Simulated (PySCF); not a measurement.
Correlation energy of In²⁺ (indium, charge +2)

Starting occupation: [Kr] 4d10 5s1, 5s1/2 with m_j = +1/2. All numbers are calculated (PySCF 2.14, X2C-1e with screened-nucleus spin-orbit coupling, Gaussian nucleus, in x2c-TZVPPall-2c with one added diffuse shell each of s, p, d, f type (9s10p6d3f, 90 functions)). Frozen: [Kr]; 11 electrons correlated; the 14 highest virtual spinors left out.

MP2 pair energies summed by pair of shells (mhartree):

```json
{"pair": "4d3/2-4d5/2", "energy": "-85.29", "share (%)": "40.6"}
{"pair": "4d5/2-4d5/2", "energy": "-61.00", "share (%)": "29.1"}
{"pair": "4d3/2-4d3/2", "energy": "-25.70", "share (%)": "12.2"}
{"pair": "4d5/2-5s1/2", "energy": "-23.46", "share (%)": "11.2"}
{"pair": "4d3/2-5s1/2", "energy": "-14.44", "share (%)": "6.9"}
```

Total MP2 correlation energy: -209.88 mhartree.

The virtual space was cut to 110 spinors, which keep -209.88 of the -209.88 mhartree of MP2 correlation.

| level | correlation energy (mhartree) |
| --- | --- |
| CCSD | -206.09 |
| (T) | -3.36 |
| CCSD(T) | -209.45 |

Diagnostics: T1 = 0.0084, largest double amplitude 0.018.

Cost of the coupled-cluster step: 120 s of wall time on 4 threads of AMD EPYC 9R45 96-Core Processor (shared host), for 11 occupied and 110 virtual spinors.

This basis was not built for core-valence correlation, so the inner-shell part is incomplete.
